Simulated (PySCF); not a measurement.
Ga(F)(Br)(NH2) (BrFGaH2N), SMILES [NH2][Ga]([F])[Br]. Atoms are numbered in the order given.

```xyz
6

Ga    -0.0306    -0.7470     0.0000
F     -1.6088    -1.5090     0.0000
Br     0.0497     1.5320     0.0000
N      1.4218    -1.8028     0.0000
H      2.3702    -1.4466     0.0000
H      1.3679    -2.8151     0.0000
```

Geometry optimised at B3LYP-D3(BJ)/def2-SVP. The structure was generated by enumeration; whether it is a known compound was not checked. One conformer was computed; it need not be the lowest.

Method: PBE/def2-TZVP run with PySCF.

Gas-phase values at a fixed geometry.

The total energy is -4654.16474 hartree, the point group comes out as Cs and the highest occupied level is -6.65 eV. The lowest empty level is -2.21 eV and the orbital gap is 4.44 eV. The dipole moment comes out as 2.84 D, the quadrupole, principal values (traceless, Buckingham form, about the centre of nuclear charge) is -7.67, -0.38, 8.05 D·Å and the mean static polarisability is 54.1 bohr³ (8.01 Å³). The polarisability, principal values is 40.6, 50.8, 70.8 bohr³.
